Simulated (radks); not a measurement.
Polarisability of the caesium ion Cs+, [Xe], at imaginary frequency. Calculated with a radial shooting solver on a logarithmic mesh with Libxc functionals: scalar-relativistic Kohn-Sham, PBE, spin-polarised, spherical densities, finite nucleus; Fermi nuclear charge, rms radius 4.8041 fm. Response by self-consistent Sternheimer equations with the Hartree and adiabatic LDA kernel, the relativistic mass of each level held fixed and spin-orbit coupling left out.

w (hartree)  alpha1(iw) (bohr^3)  alpha2(iw) (bohr^5)
0.00266                    16.27                91.95
0.0143                     16.26                91.92
0.0360                     16.22                91.74
0.0697                     16.08                91.17
0.118                      15.74                89.75
0.186                      15.04                86.71
0.280                      13.76                80.98
0.413                      11.74                71.46
0.605                      9.107                57.83
0.892                      6.284                41.56
1.35                       3.838                25.71
2.12                       2.089                13.29
3.59                      0.9956                5.534
6.94                      0.3664                1.713
17.5                     0.07984               0.3038

Static values: alpha1 = 16.27 bohr^3 (2.410 angstrom^3; uncoupled 27.37), alpha2 = 91.95 bohr^5, alpha3 = 1044 bohr^7. C6 = 141.2, C8 = 4252, triple-dipole C9 = 1653 atomic units. One-pole (London) frequency 4 C6 / (3 alpha1^2) = 0.711 hartree, against 0.686 for minus the highest occupied eigenvalue.
